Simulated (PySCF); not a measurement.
Computed IR spectrum (relative IR intensity) of a molecule C3H7FSi. The structure is a stationary point at PBE-D3(BJ)/def2-SVP. One conformer was computed; it need not be the lowest. Level of theory: PBE-D3(BJ)/def2-SVP in PySCF 2.14.0. Frequencies are harmonic and unscaled.

Lines under 2 % of the strongest are left out, and lines within 2 cm⁻¹ are merged.

ν (cm⁻¹): 136 (vw), 405 (w), 495 (w), 687 (vw), 716 (m), 759 (m), 848 (m), 873 (w), 922 (vs), 1010 (w), 1026 (m), 1067 (w), 1104 (vs), 1264 (w), 1326 (w), 1352 (w), 1391 (w), 2166 (s), 2178 (s), 2954 (m), 3001 (vw), 3006 (vw), 3091 (w) (against the strongest line: vs over 80 %, s over 45 %, m over 15 %, w over 4 %, vw less)

Q: Identify the compound among the candidates.
(A) C=C(F)[SiH2]C
(B) FC1C[SiH2]C1
(C) C/C=C(/F)[SiH3]
(D) F[C@H]1CC[SiH2]1

A: B, FC1C[SiH2]C1
